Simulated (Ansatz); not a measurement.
Cost and result for the atomization energy of C₃H₄Al, SMILES `C#[C][Al][CH3]` radical (8 atoms, 7 bonds).

Total charge 0; spin multiplicity 2. Geometry: relaxed with PBE0-D4/def2-TZVP. Program: Ansatz. Hardware: A = 2 threads of a server CPU on a shared host; B = 2 threads of an AMD EPYC 7R13 on a shared host and a share of an NVIDIA H100 80 GB. Times are those of one run each, without the atoms' runs, and a repeat can differ threefold. Electronic energies, without spin–orbit coupling; frozen cores. CCSD(T)/CBS extrapolates def2-TZVPP and def2-QZVPP, and its time is that of the two runs behind it. T1 = 0.015; ⟨S²⟩ of the reference is 0.76. B3LYP takes the VWN-RPA correlation (the form of Gaussian; ORCA's B3LYP/G).

CCSD(T)/CBS is a level of theory with its own doubt, some kJ/mol a heavy atom from the limit and from the frozen cores, so smaller differences don't rank the functionals.

```tsv
level	functions	wall time
CCSD(T)/def2-TZVPP [B]	191	4.2 s
BLYP-D4/def2-TZVPP [A]	191	4.5 s
PBE0-D4/def2-TZVPP [A]	191	7 s
BHLYP-D4/def2-TZVPP [A]	191	8.5 s
CAM-B3LYP-D4/def2-TZVPP [A]	191	9.6 s
B3LYP-D4/def2-TZVPP (with forces) [A]	191	11 s
B2PLYP/def2-TZVPP [A]	191	12 s
r2SCANh-D4/def2-TZVPP [A]	191	13 s
CCSD(T)/def2-SVP [A]	80	13 s
B97M-V/def2-TZVPP [A]	191	15 s
ωB97X-V/def2-TZVPP [A]	191	16 s
CCSD(T)/def2-QZVPP [B]	361	23 s
CCSD(T)/CBS(def2)	–	27 s
```

Problem. What atomization energy does each give, and how far from CCSD(T)/CBS? (Estimate.)

Solution. Computed: 
```csv
level,atomization (kcal/mol),difference from CCSD(T)/CBS,per bond
CCSD(T)/def2-TZVPP [B],717.6,-18.1,-2.6
BLYP-D4/def2-TZVPP [A],737.5,1.8,0.3
PBE0-D4/def2-TZVPP [A],741.8,6.1,0.9
BHLYP-D4/def2-TZVPP [A],715.3,-20.4,-2.9
CAM-B3LYP-D4/def2-TZVPP [A],737.9,2.2,0.3
B3LYP-D4/def2-TZVPP (with forces) [A],737.2,1.5,0.2
B2PLYP/def2-TZVPP [A],731.9,-3.8,-0.5
r2SCANh-D4/def2-TZVPP [A],737.8,2.1,0.3
CCSD(T)/def2-SVP [A],702.7,-33.0,-4.7
B97M-V/def2-TZVPP [A],740.0,4.3,0.6
ωB97X-V/def2-TZVPP [A],734.2,-1.5,-0.2
CCSD(T)/def2-QZVPP [B],728.3,-7.4,-1.1
CCSD(T)/CBS(def2),735.7,0.0,0.0
```

At CCSD(T), def2-SVP lies −33.0 kcal/mol from the extrapolated value and def2-TZVPP −18.1 kcal/mol: correlation converges slowly with the basis, and small sets miss more of it in the bonded molecule than in its fragments. The D4 term adds +5.4 kcal/mol with B3LYP and +2.8 kcal/mol with PBE0; it sums over pairs of atoms, weighted by their polarisabilities, and B3LYP, whose exchange is more repulsive, gets the larger term. From r2SCAN to r2SCAN0 (25 % exact exchange), in def2-TZVPP and without D4, the atomization energy moves by −12.5 kcal/mol: exact exchange takes away binding that semilocal exchange gives to molecules.
